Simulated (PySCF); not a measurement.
A GIAO shielding run with PySCF (density fitting, non-relativistic, gas phase) on SMILES C#CC[PH2+]C1=CCCC1, [C$_{8}$H$_{12}$P]+:

```
$ OMP_NUM_THREADS=1 python probes_run.py task.json out

{"job": {"kind": "nmr", "xc": "PBE0", "basis": "pcSseg-1"}, "charge": 1, "multiplicity": 1}
C      4.708025     0.557795    -0.617536
C      3.623039     0.074109    -0.471381
C      2.307351    -0.513960    -0.293841
P      1.099864     0.818914     0.002124
C     -0.570448     0.268817     0.239920
C     -1.318898     0.472312     1.329759
C     -2.664443    -0.138815     1.182103
C     -2.746107    -0.522279    -0.307267
C     -1.292593    -0.539035    -0.812220
H      5.672472     0.954358    -0.747629
H      2.302574    -1.200055     0.562436
H      2.013729    -1.070113    -1.193289
H      1.186478     1.679760    -1.072969
H      1.516764     1.560065     1.082789
H     -1.015138     0.993163     2.222538
H     -2.736990    -1.013299     1.834350
H     -3.455725     0.547078     1.483151
H     -3.313929     0.233374    -0.848005
H     -3.235648    -1.480749    -0.455332
H     -1.194592    -0.107843    -1.809555
H     -0.894706    -1.556656    -0.846509
```

Hardware: 1 thread of an Intel Xeon Platinum 8488C, shared host. The job also computes population analyses, field gradients, ring-centre shieldings.

(1) How large is the calculation?

(2) How long does it take, and how much memory does it need?

Answers

(1) 74 electrons, 220 basis functions and 1157 auxiliary functions.

(2) 42 s of wall time, with 14 SCF cycles and 5 response iterations; peak memory 0.98 GiB. Times on a shared host scatter by some tens of per cent.
